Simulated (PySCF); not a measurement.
**Exercise with solution: entropy of an ideal gas**

trichloro(fluoro)methane (CCl3F), SMILES FC(Cl)(Cl)Cl.

Coordinates come from a B3LYP-D3(BJ)/def2-SVP optimisation.

PySCF 2.14.0 with B3LYP-D3(BJ)/def2-SVP gives the harmonic wavenumbers 241, 241, 348, 396, 396, 529, 824, 824, 1143 cm⁻¹ and the rotational temperatures 0.1150, 0.1150, 0.0799 K. The molar mass is 137.36 g/mol, the symmetry number 3, the spin multiplicity 1.

Work out the entropy at 298.15 K and 1 atm in the rigid-rotor, harmonic-oscillator model.


Translation (Sackur–Tetrode at 1 atm): S = R[1.5 ln M + 2.5 ln T − 1.16487] = 170.1 J/(mol K).
Rotation: q = (√π/σ) T^1.5/√(θA θB θC) = 93600, S = R[ln q + 3/2] = 107.6 J/(mol K).
Vibration: with u = 1.4388 ν/T, each mode gives R[u/(e^u − 1) − ln(1 − e^−u)]:
```csv
ν (cm⁻¹),modes,u,S (J/(mol K))
241,2,1.16,15.02
348,1,1.68,4.92
396,2,1.91,8.18
529,1,2.55,2.47
824,2,3.98,1.58
1143,1,5.52,0.22
```
These are all the modes. Sum 32.4 J/(mol K).
Spin: R ln 1 = 0.0 J/(mol K).
Total 310.2 J/(mol K); the program's own thermochemistry gives 310.1. Translation makes up 55 % and vibration 10 %. Anharmonicity, hindered rotation and orbital degeneracy are left out.
